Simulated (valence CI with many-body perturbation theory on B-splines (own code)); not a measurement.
**In³⁶⁺: calculated level list**

Computed by relativistic CI+MBPT: three valence electrons over a frozen Dirac-Fock core [Ne], a basis of 11 s, 11 p, 10 d, 8 f, 5 g, 2 h functions for each j, with the one-electron correlation potential Σ1, the two-electron term Σ2, the three-electron term Σ3, Breit, model QED; selected CI, second order for the rest, scaled by the run's own slope (own B-spline code, finite nucleus).

The last digits are not significant, and no measured levels were compared; by estimate large intervals hold to a few tenths of a per cent, small ones and those within an open d or f shell to about a per cent.

Levels 136 to 154 of 154, with energies above the lowest level, 3s2.3p 2P°_1/2. "Leading %" is the weight of the configuration and term that name the level; weights of strongly mixed levels are sums over their largest components and can fall short. Lifetimes count E1, E2, E3, M1 and M2 decay at the calculated energies, and are blank where another channel may lead or the interval is too uncertain; long ones can be off by a factor of two.

| No. | Configuration | Term | J | E (Ry) | Leading % | g | Second component | Lifetime |
| --- | --- | --- | --- | --- | --- | --- | --- | --- |
| 136 | 3d3 | 2G | 7/2 | 54.784 | 73 | 0.976 | 24 % 3d3 4F | 3.58 ps |
| 137 | 3d3 | 2H | 9/2 | 54.814 | 53 | 1.103 | 46 % 3d3 4F | 4.08 ps |
| 138 | 3d3 | 4P | 5/2 | 54.983 | 86 | 1.533 | 10 % 3d3 2D | 2.80 ps |
| 139 | 3d3 | 2D | 3/2 | 55.237 | 46 | 1.159 | 39 % 3d3 4P | 3.09 ps |
| 140 | 3d3 | 2H | 11/2 | 55.245 | 100 | 1.086 |  | 5.11 ps |
| 141 | 3d3 | 2P | 1/2 | 55.390 | 72 | 1.205 | 27 % 3d3 4P | 2.96 ps |
| 142 | 3d3 | 2D | 5/2 | 55.629 | 92 | 1.200 | 4 % 3d3 4F | 3.30 ps |
| 143 | 3d3 | 2G | 9/2 | 55.758 | 60 | 1.094 | 24 % 3d3 2H | 5.16 ps |
| 144 | 3d3 | 2F | 5/2 | 55.848 | 83 | 0.933 | 11 % 3d3 2D | 3.24 ps |
| 145 | 3d3 | 2F | 7/2 | 55.908 | 93 | 1.124 | 6 % 3d3 2G | 3.70 ps |
| 146 | 3d3 | 2P | 3/2 | 56.193 | 59 | 1.199 | 28 % 3d3 2D | 3.67 ps |
| 147 | 3d3 | 2D | 3/2 | 57.196 | 97 | 0.810 |  | 3.40 ps |
| 148 | 3d3 | 2D | 5/2 | 57.321 | 80 | 1.164 | 14 % 3d3 2F | 3.58 ps |
| 149 | 3s2.4s | 2S | 1/2 | 78.441 | 98 | 1.999 |  | 123 fs |
| 150 | 3s2.4p | 2P° | 1/2 | 81.393 | 97 | 0.665 |  | 511 fs |
| 151 | 3s2.4p | 2P° | 3/2 | 82.862 | 93 | 1.338 |  | 513 fs |
| 152 | 3s.3p.4s | 4P° | 1/2 | 84.073 | 89 | 2.460 | 8 % 3s.3p.4s 2P° | 153 fs |
| 153 | 3s.3p.4s | 4P° | 3/2 | 84.607 | 72 | 1.619 | 23 % 3s.3p.4s 2P° | 145 fs |
| 154 | 3s.3p.4s | 2P° | 1/2 | 85.016 | 93 | 0.765 | 5 % 3s.3p.4s 4P° | 170 fs |

Names give the largest LS component (configuration and term), which can be under half, so a name can repeat, a term be missing and a line seem to break the LS rules; names also repeat where a configuration has a term twice.
